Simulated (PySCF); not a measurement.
## Electron correlation in Cl⁺ (chlorine, charge +1)

[Ne] 3s1 3p4 4s1, high-spin 5P determinant (an excited configuration). Computed with PySCF 2.14 in aug-cc-pCVTZ-DK (8s7p5d3f, 75 functions), with scalar relativity by spin-free X2C-1e. Frozen: [Ne]; 6 electrons correlated.

MP2 pair energies summed by pair of shells (mhartree):

```csv
pair,energy,share (%)
3p-3p,-87.64,73.0
3p-4s,-20.88,17.4
3s-3p,-11.07,9.2
3s-4s,-0.42,0.3
```

Total MP2 correlation energy: -120.01 mhartree.

Same-spin part -35.74 and opposite-spin part -84.27 mhartree; SCS-MP2 scales them by 1/3 and 6/5 to -113.03 mhartree.
